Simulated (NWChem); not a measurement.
Program: NWChem. System: CH6AlN, charge 1, spin multiplicity 2, at the geometry of a parent with another charge or spin, in a state set for the comparison that need not be this species' ground state. Its SCF solution wasn't tested for a lower state. Level: UHF/pcseg-1.

The NWChem input:

```
start mol
memory heap 200 mb stack 900 mb global 1100 mb
charge 1
geometry units angstroms nocenter noautoz
  Al    -1.238078    -0.158830     0.000000
  H     -2.130479    -1.484118     0.000000
  H     -1.787863     1.341990     0.000000
  N      0.539576    -0.389009     0.000000
  C      1.604328     0.600294     0.000000
  H      0.907917    -1.346332     0.000000
  H      2.263750     0.525564    -0.895832
  H      2.263750     0.525564     0.895832
  H      1.174937     1.623432     0.000000
  symmetry group Cs
end
basis spherical
  * library pcseg-1
end
scf
  uhf
  nopen 1
  maxiter 100
  thresh 1e-7
  semidirect memsize 60000000 filesize 0
  # guess.movecs holds the orbitals of an unrestricted PBE0 run
  vectors input guess.movecs output mol.movecs
end
task scf energy
```

NWChem printed:

```
             Northwest Computational Chemistry Package (NWChem) 7.3.0
             --------------------------------------------------------

                                NWChem Input Module
                                -------------------

 Scaling coordinates for geometry "geometry" by  1.889725989
 (inverse scale =  0.529177249)

 Turning off AUTOSYM since
 SYMMETRY directive was detected!

                             Geometry "geometry" -> ""
                             -------------------------

 Output coordinates in angstroms (scale by  1.889725989 to convert to a.u.)

  No.       Tag          Charge          X              Y              Z
 ---- ---------------- ---------- -------------- -------------- --------------
    1 Al                  13.0000    -1.23807800    -0.15883000     0.00000000
    2 H                    1.0000    -2.13047900    -1.48411800     0.00000000
    3 H                    1.0000    -1.78786300     1.34199000     0.00000000
    4 N                    7.0000     0.53957600    -0.38900900     0.00000000
    5 C                    6.0000     1.60432800     0.60029400     0.00000000
    6 H                    1.0000     0.90791700    -1.34633200     0.00000000
    7 H                    1.0000     2.26375000     0.52556400    -0.89583200
    8 H                    1.0000     2.26375000     0.52556400     0.89583200
    9 H                    1.0000     1.17493700     1.62343200     0.00000000

 Effective nuclear repulsion energy (a.u.)      99.5118949949

            Nuclear Dipole moment (a.u.)
            ----------------------------
        X                 Y               Z
 ---------------- ---------------- ----------------
    -0.0000037795     0.0000207870     0.0000000000

      Symmetry information
      --------------------

 Group name             Cs
 Group number              2
 Group order               2
 No. of unique centers     8

      Symmetry unique atoms

     1    2    3    4    5    6    7    9


 Summary of "ao basis" -> "" (spherical)
 ------------------------------------------------------------------------------
       Tag                 Description            Shells   Functions and Types
 ---------------- ------------------------------  ------  ---------------------
 *                          pcseg-1                   on all atoms

 Summary of "ao basis" -> "ao basis" (spherical)
 ------------------------------------------------------------------------------
       Tag                 Description            Shells   Functions and Types
 ---------------- ------------------------------  ------  ---------------------
 Al                         pcseg-1                  8       18   4s3p1d
 H                          pcseg-1                  3        5   2s1p
 N                          pcseg-1                  6       14   3s2p1d
 C                          pcseg-1                  6       14   3s2p1d

                                 NWChem SCF Module
                                 -----------------

  ao basis        = "ao basis"
  functions       =    76
  atoms           =     9
  alpha electrons =    16
  beta  electrons =    15
  charge          =   1.00
  wavefunction    = UHF
  use symmetry    = T
  symmetry adapt  = T

 Summary of "ao basis" -> "ao basis" (spherical)
 ------------------------------------------------------------------------------
       Tag                 Description            Shells   Functions and Types
 ---------------- ------------------------------  ------  ---------------------
 Al                         pcseg-1                  8       18   4s3p1d
 H                          pcseg-1                  3        5   2s1p
 N                          pcseg-1                  6       14   3s2p1d
 C                          pcseg-1                  6       14   3s2p1d

      Symmetry analysis of basis
      --------------------------

        a'         54
        a"         22

 Forming initial guess at       0.0s

   Symmetry analysis of molecular orbitals - initial alpha
   -------------------------------------------------------

  Numbering of irreducible representations:

     1 a'          2 a"

  Orbital symmetries:

     1 a'          2 a'          3 a'          4 a'          5 a"
     6 a'          7 a'          8 a'          9 a'         10 a'
    11 a'         12 a"         13 a'         14 a"         15 a'
    16 a'         17 a"         18 a'         19 a'         20 a'
    21 a'         22 a"         23 a'         24 a'         25 a'
    26 a'

   Symmetry analysis of molecular orbitals - initial beta
   ------------------------------------------------------

  Numbering of irreducible representations:

     1 a'          2 a"

  Orbital symmetries:

     1 a'          2 a'          3 a'          4 a'          5 a"
     6 a'          7 a'          8 a'          9 a'         10 a'
    11 a'         12 a"         13 a'         14 a'         15 a'
    16 a"         17 a"         18 a'         19 a'         20 a'
    21 a'         22 a'         23 a"         24 a'         25 a'
    26 a'

 Starting SCF solution at       0.0s

 ----------------------------------------------
         Quadratically convergent UHF

 Convergence threshold     :          1.000E-07
 Maximum no. of iterations :          100
 Integral*density screening:          1.000E-09
 ----------------------------------------------

              iter       energy          gnorm     gmax       time
             ----- ------------------- --------- --------- --------
                 1     -337.3877919150  3.62D-01  7.57D-02      0.3
[...]
  ----- ------------  ---------------      ----- ------------  ---------------
    34      0.401475  4 N  pz                48     -0.366959  5 C  pz
    37      0.339370  4 N  pz                62      0.301654  7 H  s
    67     -0.301654  8 H  s                 51     -0.256701  5 C  pz

 Vector   15  Occ=1.000000D+00  E=-6.904669D-01  Symmetry=a'
              MO Center= -1.6D+00, -5.6D-02,  7.6D-15, r^2= 2.7D+00
   Bfn.  Coefficient  Atom+Function         Bfn.  Coefficient  Atom+Function
  ----- ------------  ---------------      ----- ------------  ---------------
     3      0.441450  1 Al s                 24      0.273328  3 H  s
    19      0.264258  2 H  s                  2     -0.250856  1 Al s
     8     -0.204263  1 Al px                32      0.180169  4 N  px
    25      0.167630  3 H  s                 20      0.157955  2 H  s

 Vector   16  Occ=1.000000D+00  E=-6.115286D-01  Symmetry=a'
              MO Center= -1.7D+00, -1.1D-01,  2.4D-14, r^2= 2.6D+00
   Bfn.  Coefficient  Atom+Function         Bfn.  Coefficient  Atom+Function
  ----- ------------  ---------------      ----- ------------  ---------------
     9      0.448337  1 Al py                19     -0.321579  2 H  s
    24      0.316750  3 H  s                 20     -0.192366  2 H  s
    25      0.191311  3 H  s                  6     -0.167907  1 Al py

 Vector   17  Occ=0.000000D+00  E=-1.290469D-01  Symmetry=a"
              MO Center= -1.3D+00, -1.5D-01,  1.1D-14, r^2= 5.2D+00
   Bfn.  Coefficient  Atom+Function         Bfn.  Coefficient  Atom+Function
  ----- ------------  ---------------      ----- ------------  ---------------
    13      0.705453  1 Al pz                10      0.458568  1 Al pz
    37     -0.172763  4 N  pz                 7     -0.159606  1 Al pz

 Vector   18  Occ=0.000000D+00  E=-8.503750D-02  Symmetry=a'
              MO Center= -2.0D-01, -6.8D-01,  3.7D-16, r^2= 6.2D+00
   Bfn.  Coefficient  Atom+Function         Bfn.  Coefficient  Atom+Function
  ----- ------------  ---------------      ----- ------------  ---------------
     4      1.120872  1 Al s                 31     -0.731433  4 N  s
    11      0.701204  1 Al px                45     -0.417638  5 C  s
    20     -0.315701  2 H  s                 58      0.297243  6 H  s
    12     -0.217991  1 Al py                25     -0.190602  3 H  s
    36      0.168054  4 N  py                30     -0.161065  4 N  s

 Vector   19  Occ=0.000000D+00  E=-2.756136D-02  Symmetry=a'
              MO Center= -9.1D-02,  1.5D-01, -1.4D-15, r^2= 9.3D+00
   Bfn.  Coefficient  Atom+Function         Bfn.  Coefficient  Atom+Function
  ----- ------------  ---------------      ----- ------------  ---------------
    12      1.401569  1 Al py                25     -1.067243  3 H  s
    45     -0.869745  5 C  s                  4      0.774703  1 Al s
    20      0.452908  2 H  s                 58     -0.420392  6 H  s
    63      0.313185  7 H  s                 68      0.313185  8 H  s
    73      0.242768  9 H  s                 35      0.210424  4 N  px

                     UHF Final Beta Molecular Orbital Analysis
                     -----------------------------------------

 Vector   13  Occ=1.000000D+00  E=-7.524097D-01  Symmetry=a'
              MO Center=  1.2D+00,  6.3D-01,  1.2D-14, r^2= 2.4D+00
   Bfn.  Coefficient  Atom+Function         Bfn.  Coefficient  Atom+Function
  ----- ------------  ---------------      ----- ------------  ---------------
    72      0.351600  9 H  s                 47      0.304551  5 C  py
    46     -0.287852  5 C  px                 3     -0.206568  1 Al s
    50      0.179000  5 C  py                49     -0.173144  5 C  px
    62     -0.170008  7 H  s                 67     -0.170008  8 H  s
    57      0.167012  6 H  s

 Vector   14  Occ=1.000000D+00  E=-6.856908D-01  Symmetry=a'
              MO Center= -1.5D+00, -4.5D-02,  3.8D-14, r^2= 2.9D+00
   Bfn.  Coefficient  Atom+Function         Bfn.  Coefficient  Atom+Function
  ----- ------------  ---------------      ----- ------------  ---------------
     3      0.397948  1 Al s                 24      0.270775  3 H  s
    19      0.260274  2 H  s                  8     -0.229003  1 Al px
     2     -0.226115  1 Al s                 32      0.204128  4 N  px
    25      0.167230  3 H  s                 20      0.157154  2 H  s
    35      0.157005  4 N  px

 Vector   15  Occ=1.000000D+00  E=-6.127010D-01  Symmetry=a'
              MO Center= -1.7D+00, -1.2D-01, -9.8D-15, r^2= 2.6D+00
   Bfn.  Coefficient  Atom+Function         Bfn.  Coefficient  Atom+Function
  ----- ------------  ---------------      ----- ------------  ---------------
     9      0.444631  1 Al py                19     -0.323494  2 H  s
    24      0.317925  3 H  s                 20     -0.194572  2 H  s
    25      0.192909  3 H  s                  6     -0.167081  1 Al py

 Vector   16  Occ=0.000000D+00  E=-2.271578D-01  Symmetry=a"
              MO Center=  1.6D-01, -2.7D-01, -8.0D-13, r^2= 2.8D+00
   Bfn.  Coefficient  Atom+Function         Bfn.  Coefficient  Atom+Function
  ----- ------------  ---------------      ----- ------------  ---------------
    37      0.498602  4 N  pz                34      0.365258  4 N  pz
    10      0.277127  1 Al pz                13      0.249881  1 Al pz

 Vector   17  Occ=0.000000D+00  E=-9.198048D-02  Symmetry=a"
              MO Center= -8.4D-01, -1.5D-01, -3.3D-12, r^2= 6.0D+00
   Bfn.  Coefficient  Atom+Function         Bfn.  Coefficient  Atom+Function
  ----- ------------  ---------------      ----- ------------  ---------------
    13      0.717627  1 Al pz                37     -0.475132  4 N  pz
    10      0.322413  1 Al pz                34     -0.281266  4 N  pz
    63     -0.173832  7 H  s                 68      0.173832  8 H  s

 Vector   18  Occ=0.000000D+00  E=-7.700377D-02  Symmetry=a'
              MO Center= -2.0D-01, -6.3D-01,  3.7D-13, r^2= 6.5D+00
   Bfn.  Coefficient  Atom+Function         Bfn.  Coefficient  Atom+Function
  ----- ------------  ---------------      ----- ------------  ---------------
     4      1.126401  1 Al s                 11      0.744101  1 Al px
    31     -0.731542  4 N  s                 45     -0.491904  5 C  s
    20     -0.291810  2 H  s                 58      0.265183  6 H  s
    12     -0.220073  1 Al py                25     -0.179613  3 H  s
    36      0.174122  4 N  py                 3     -0.161842  1 Al s

 center of mass
 --------------
 x =  -0.12435168 y =  -0.04270063 z =   0.00000000

 moments of inertia (a.u.)
 ------------------
          63.514875489706         -63.181620032802           0.000000000000
         -63.181620032802         350.074572288207           0.000000000000
           0.000000000000           0.000000000000         402.036416909905

  Mulliken analysis of the total density
  --------------------------------------

    Atom       Charge   Shell Charges
 -----------   ------   -------------------------------------------------------
    1 Al  13    12.01   2.00  2.00  0.77  0.07  6.00  1.08 -0.02  0.13
    2 H    1     1.16   0.72  0.43  0.01
    3 H    1     1.16   0.72  0.44  0.01
    4 N    7     7.48   2.00  0.85  0.79  2.37  1.46  0.02
    5 C    6     6.06   2.00  0.71  0.43  2.05  0.83  0.05
    6 H    1     0.70   0.68 -0.02  0.04
    7 H    1     0.80   0.73  0.04  0.02
    8 H    1     0.80   0.73  0.04  0.02
    9 H    1     0.83   0.75  0.05  0.02

  Mulliken analysis of the alpha density
  --------------------------------------

    Atom       Charge   Shell Charges
 -----------   ------   -------------------------------------------------------
    1 Al  13     6.00   1.00  1.00  0.38  0.04  3.00  0.53 -0.01  0.06
    2 H    1     0.58   0.36  0.21  0.00
    3 H    1     0.58   0.36  0.22  0.00
    4 N    7     4.28   1.00  0.45  0.41  1.50  0.92  0.01
    5 C    6     2.97   1.00  0.35  0.21  1.00  0.38  0.03
    6 H    1     0.32   0.32 -0.02  0.02
    7 H    1     0.43   0.39  0.03  0.01
    8 H    1     0.43   0.39  0.03  0.01
    9 H    1     0.41   0.38  0.03  0.01

   Mulliken analysis of the beta density
   -------------------------------------

    Atom       Charge   Shell Charges
 -----------   ------   -------------------------------------------------------
    1 Al  13     6.01   1.00  1.00  0.39  0.03  3.00  0.55 -0.01  0.06
    2 H    1     0.58   0.36  0.22  0.00
    3 H    1     0.59   0.36  0.22  0.00
    4 N    7     3.20   1.00  0.41  0.37  0.86  0.55  0.01
    5 C    6     3.10   1.00  0.36  0.22  1.05  0.44  0.02
    6 H    1     0.38   0.37 -0.01  0.02
    7 H    1     0.37   0.34  0.02  0.01
    8 H    1     0.37   0.34  0.02  0.01
    9 H    1     0.41   0.38  0.02  0.01

   Mulliken analysis of the spin density
   -------------------------------------

    Atom       Charge   Shell Charges
 -----------   ------   -------------------------------------------------------
    1 Al  13    -0.01  -0.00 -0.00 -0.01  0.01 -0.00 -0.01  0.00  0.00
    2 H    1    -0.01  -0.00 -0.00  0.00
    3 H    1    -0.01  -0.00 -0.00  0.00
    4 N    7     1.08   0.00  0.04  0.04  0.64  0.37 -0.00
    5 C    6    -0.13  -0.00 -0.01 -0.02 -0.05 -0.06  0.01
    6 H    1    -0.05  -0.05 -0.01  0.00
    7 H    1     0.06   0.05  0.01 -0.00
    8 H    1     0.06   0.05  0.01 -0.00
    9 H    1     0.00   0.00  0.00 -0.00

       Multipole analysis of the density wrt the origin
       ------------------------------------------------

     L   x y z        total         alpha         beta         nuclear
     -   - - -        -----         -----         ----         -------
     0   0 0 0      1.000000    -16.000000    -15.000000     32.000000

     1   1 0 0      1.039754     -0.086046      1.125804     -0.000004
     1   0 1 0     -0.358919      0.132332     -0.491272      0.000021
     1   0 0 1     -0.000000     -0.000000     -0.000000      0.000000

     2   2 0 0    -12.424639   -110.371413   -107.737252    205.684026
     2   1 1 0      0.391260    -18.792507    -19.000317     38.184084
     2   1 0 1     -0.000000     -0.000000      0.000000      0.000000
     2   0 2 0    -17.511353    -31.620732    -30.719918     44.829298
     2   0 1 1     -0.000000     -0.000000      0.000000      0.000000
     2   0 0 2    -15.634718    -11.588546     -9.777838      5.731665

 Task  times  cpu:        0.7s     wall:        0.7s

 Total times  cpu:        0.7s     wall:        0.7s
```
